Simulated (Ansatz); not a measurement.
Single points on AsH2(iPr) (C₃H₉As).

```yaml
crystal:
  periodic: [false, false, false]
  atoms:
    - {symbol: As, position_ang: [0.888367, 1.556542, 0.741839]}
    - {symbol: H, position_ang: [2.184764, 1.546997, -0.064843]}
    - {symbol: H, position_ang: [0.297293, 2.658954, -0.133820]}
    - {symbol: C, position_ang: [0.036808, 0.048538, -0.270968]}
    - {symbol: C, position_ang: [-1.458292, 0.019215, 0.031941]}
    - {symbol: C, position_ang: [0.723522, -1.261360, 0.103782]}
    - {symbol: H, position_ang: [0.189225, 0.247773, -1.344884]}
    - {symbol: H, position_ang: [-1.958827, 0.955346, -0.263053]}
    - {symbol: H, position_ang: [-1.645091, -0.137879, 1.108198]}
    - {symbol: H, position_ang: [-1.948568, -0.806675, -0.512414]}
    - {symbol: H, position_ang: [0.265155, -2.108341, -0.435964]}
    - {symbol: H, position_ang: [1.797096, -1.251216, -0.143538]}
    - {symbol: H, position_ang: [0.628546, -1.467893, 1.183714]}
basis:
  gaussian: {orbitals: def2-TZVP, initial_orbitals: start.molden}
hamiltonian: {xc: {name: r2SCAN0}, dispersion: d4}
scf: {omitted_lower_state_checks: [starts]}
output: {orbitals: {seedname: orbitals}}
```

The file start.molden holds the orbitals of an earlier run on this structure, at another level or in another basis.

```sh
$ ansatz run in.yaml --threads 4 --pin off --events-out ev --progress --plain --max-ram 3916MiB
```

Shortened log:

```
Functional definition: r2SCAN0
1359 factors; their error is unknown
mean field evaluation 1: about -64097.1088 eV, gradient 6.8e0 eV
mean field evaluation 2: about -64097.1343 eV, gradient 3.1e-2 eV
mean field evaluation 4: about -64097.3655 eV, gradient 3.2e-4 eV
mean field -64097.36546306 eV, -2355.5347340127 hartree, gradient 8.9e-6 eV, S^2 0.000000; 0 other end points of the search recorded, 0 dependent functions left out
reference -64097.36547270 eV, -2355.5347343671 hartree; 30, 30 occupied and 165, 165 virtual orbitals, 1359 factors
Total energy: -64097.44242003 eV, -2355.5375621292 hartree
Checks for a lower state left out: starts
```

Hardware: 4 threads of Arm Neoverse V1 on a shared host. Wall time 4.7 s.

The first input with `gaussian: {orbitals: def2-SVP, initial_orbitals: start.molden}`, `hamiltonian: {xc: pbe0, dispersion: d4}` (abridged; 1.6 s):

```
Functional definition: PBE0
mean field -64077.89525456 eV, -2354.8192170478 hartree, gradient 1.0e-5 eV, S^2 0.000000
Total energy: -64078.12026540 eV, -2354.8274860437 hartree
Checks for a lower state left out: starts
```

As the first input, with `hamiltonian: {xc: pbe, dispersion: d4}` (abridged; 1.8 s):

```
Functional definition: PBE
mean field -64086.34557853 eV, -2355.1297607257 hartree, gradient 1.6e-5 eV, S^2 0.000000
Total energy: -64086.61316918 eV, -2355.1395945009 hartree
Checks for a lower state left out: starts
```

As the first input, with `gaussian: {orbitals: 6-31G}`, `hamiltonian: {xc: {name: B3LYP}, dispersion: d4}` (abridged; 1 s):

```
Functional definition: B3LYP
mean field -64089.77642477 eV, -2355.2558419995 hartree, gradient 8.2e-5 eV, S^2 0.000000
Total energy: -64090.20672625 eV, -2355.2716552873 hartree
Checks for a lower state left out: starts
```

As the first input, with `hamiltonian: {xc: {name: r2SCANh}, dispersion: d4}`, `output: {forces: true, orbitals: {seedname: orbitals}}` (abridged; 6.5 s):

```
Functional definition: r2SCANh
mean field -64097.71195887 eV, -2355.5474674989 hartree, gradient 1.5e-5 eV, S^2 0.000000
Total energy: -64097.78175631 eV, -2355.5500325076 hartree
Atom 0 force    -0.032073    -0.069256    -0.231089 eV/Å
Atom 1 force    -0.085819     0.004876     0.068399 eV/Å
Atom 2 force     0.041762    -0.069972     0.073912 eV/Å
Atom 3 force     0.020497     0.020348    -0.243175 eV/Å
Atom 4 force    -0.211028    -0.013805     0.062062 eV/Å
Atom 5 force     0.087029    -0.189650     0.072329 eV/Å
Atom 6 force    -0.047480    -0.058747     0.373580 eV/Å
Atom 7 force     0.178511    -0.294560     0.094845 eV/Å
Atom 8 force     0.074404     0.051198    -0.343051 eV/Å
Atom 9 force     0.169543     0.250174     0.170230 eV/Å
Atom 10 force     0.128559     0.275246     0.167263 eV/Å
Atom 11 force    -0.347567     0.015457     0.079676 eV/Å
Atom 12 force     0.023660     0.078692    -0.344981 eV/Å
Dipole moment:    -0.083082    -0.151783    -0.175195 e Å
Checks for a lower state left out: starts
```

First input, but with `gaussian: {orbitals: 6-31G}`, `hamiltonian: {xc: hf}` (abridged; 0.45 s):

```
Functional definition: HF
mean field -64018.04121252 eV, -2352.6196215732 hartree, gradient 1.5e-5 eV, S^2 0.000000
Total energy: -64018.04121252 eV, -2352.6196215732 hartree
Checks for a lower state left out: starts
```

First input, but with `hamiltonian: {xc: {name: wB97X-V}}` (abridged; 8 s):

```
Functional definition: wB97X-V
mean field -64093.86124473 eV, -2355.4059563644 hartree, gradient 8.6e-6 eV, S^2 0.000000
Total energy: -64093.86124269 eV, -2355.4059562894 hartree
Checks for a lower state left out: starts
```

Geometry: r2SCAN-D4/def2-SVP.

The 6-31G sets use Cartesian d functions. B3LYP takes the VWN-RPA correlation.
